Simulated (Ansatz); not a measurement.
`C[Se][InH2]` + H₂S → `[SH][InH2]` + `C[SeH]` at 700 K and 1 bar (ligand exchange at the In–Se bond).

Calculated with Ansatz (gas phase, PBE0-D4/def2-TZVP geometries, no zero-point term in ΔE). CBS: MP2 limit from def2 TZ/QZ plus the TZ coupled-cluster correction, frozen cores. This one scheme is used for every species. def2 core potentials past Kr. For In, Se outer-core shells are correlated without core-valence functions, which leaves a few kJ/mol of doubt a bond. Scalar relativity is left out up to krypton.

```csv
species,CCSD(T)/CBS energy (Eh),H − E (kJ/mol),S (J/(mol·K))
`C[Se][InH2]`,-2631.58862,195.1,443.3
H₂S,-398.97279,64.8,236.9
`[SH][InH2]`,-589.39884,100.6,355.5
`C[SeH]`,-2441.15625,157.6,325.3
```

H − E and S are ideal-gas, rigid-rotor, harmonic terms from PBE0-D4/def2-TZVP. 1 Eh = 2625.50 kJ/mol, R = 8.31446 J/(mol·K).

Question: By hand: ΔE, ΔH, ΔS and ΔG.

Answer: ΔE = (-589.39884) + (-2441.15625) − (-2631.58862) − (-398.97279) = 0.00632 Eh = 16.6 kJ/mol. Δ(H − E) = 100.6 + 157.6 − 195.1 − 64.8 = -1.7, so ΔH = 14.9 kJ/mol. ΔS = 355.5 + 325.3 − 443.3 − 236.9 = 0.6 J/(mol·K). ΔG = 14.9 − 700 × (0.6)/1000 = 14.5 kJ/mol.

Question: By hand: the equilibrium constant, and the temperature at which ΔG would vanish if ΔH and ΔS stayed fixed.

Answer: log₁₀ K = −ΔG/(RT ln 10) = -1.1. ΔG = 0 at ΔH/ΔS = 24833 K, far beyond where these terms or the molecules hold.

The number of gas molecules stays the same, so ΔS is small and ΔH decides. A doubt of 5 kJ/mol in ΔE shifts log₁₀ K by 0.4 here. Modes under 60 cm⁻¹, often nearly free rotors, make the harmonic entropy too high. These are equilibria of isolated gas molecules and say nothing of rates. Largest T1 diagnostic: 0.014 (customary marks: 0.02 for closed shells, 0.045 for open ones).
